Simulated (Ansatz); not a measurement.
The cluster Sr₂S₂⁺, relaxed as a doublet with UKS r2SCAN-D4/def2-TZVP in Ansatz, starting from the GFN1-xTB geometry. Force threshold 0.02 eV/Å.

In the def2 sets Sr takes a core potential; there is no spin–orbit coupling. The relaxation made no stability test and no search for a lower SCF solution. The structure comes from a short search, and lower isomers may exist.

Start:

```xyz
4

Sr    1.405   -1.613   -0.498
Sr   -1.980    1.860   -0.071
S     1.423   -0.013    1.594
S    -0.848   -0.234   -1.025
```

```tsv
step	energy (eV)	largest force component (eV/Å)	SCF passes
1	-23339.9702	0.706	29
2	-23340.1666	0.600	38
3	-23340.4803	0.792	35
4	-23340.9057	1.025	31
5	-23341.2762	0.501	31
6	-23341.3093	0.037	31
7	-23341.3142	0.016	26
8 (rejected)	-23341.3129	0.089	26
9	-23341.3146	0.012	26
```

Force components are those of the run's own axes.

End:

Cartesian coordinates in Å:
```
Sr 1.350 -1.600 -0.414
Sr -1.360 1.589 0.424
S 0.865 0.393 1.302
S -0.854 -0.381 -1.312
```

Bonds formed: Sr2–S3 (atoms count from 1). Metal–metal contacts that move far: Sr1–Sr2 4.87 to 4.27 Å. The end is the same structure that another start reached, the lowest one found.

The force fell under the threshold at step 7, but the optimiser went on. No frequencies were taken in this run, so the end may be a saddle point.

Run time 41 s (4 threads of Arm Neoverse V2 on a shared host).
